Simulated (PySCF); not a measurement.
**Two-component Hartree-Fock for Xe+ (xenon, charge +1)**

Start: [Kr] 4d10 5s1 5p6; 5s1/2 filled at m_j = +1/2. Calculated with PySCF 2.14 in x2c-SVPall-2c with one added diffuse shell each of s, p type (7s9p4d, 54 functions): generalised Hartree-Fock with the X2C-1e Hamiltonian and a Gaussian nucleus; one run each with spin-orbit coupling (SO) switched off, then screened by Boettger's factors. This is a chosen level, not necessarily the ground level.

```csv
spinor shell,electrons,"ε, spin-free (eV)","ε, screened SO (eV)",weight of nominal j (screened SO),"rms radius, screened SO (bohr)"
1s1/2,2,-34734.4,-34730.4,1.000,0.0305
2s1/2,2,-5517.0,-5515.8,1.000,0.124
2p1/2,2,-4946.2,-5172.4,1.000,0.107
2p3/2,4,-4946.2,-4844.4,1.000,0.112
3s1/2,2,-1181.8,-1181.4,1.000,0.326
3p1/2,2,-992.90,-1037.0,1.000,0.318
3p3/2,4,-992.90,-972.86,1.000,0.330
3d3/2,4,-712.63,-720.31,1.000,0.303
3d5/2,6,-712.63,-707.16,1.000,0.305
4s1/2,2,-241.32,-241.22,1.000,0.762
4p1/2,2,-178.98,-187.75,1.000,0.797
4p3/2,4,-178.98,-174.95,1.000,0.822
4d3/2,4,-84.596,-85.760,0.991,0.945
4d5/2,6,-84.596,-83.735,0.994,0.948
5s1/2,1,-39.072,-39.059,1.000,1.95
5p1/2,2,-21.470,-23.452,0.718,2.27
5p3/2,4,-21.470,-20.522,0.859,2.40
```

| quantity | spin-free | screened SO |
| --- | --- | --- |
| E (hartree) | -7440.59902 | -7442.96363 |
| M_J | 1/2 | 1/2 |
| ⟨J²⟩ | 0.762 | 0.762 |
| ⟨L²⟩ | 0.000 | 0.030 |
| ⟨S²⟩ | 0.762 | 0.792 |

Each row is a mean over spinors that exchange with the open shell spreads, by up to 2.940 eV (5p3/2).

Rows whose weight is well below 1 are mixtures of j = l ± 1/2: exchange outweighs spin-orbit coupling there, and the label is only the starting occupation.

Breit and QED terms are absent; they matter most for the inner s and p1/2 levels.

Densities and radii are taken from the X2C orbitals without a picture-change correction, which distorts them close to the nucleus.

Without spin-orbit coupling the j labels of p, d and f shells carry no meaning; the spin-free column gives the mean over the occupied spinors of each nl shell.
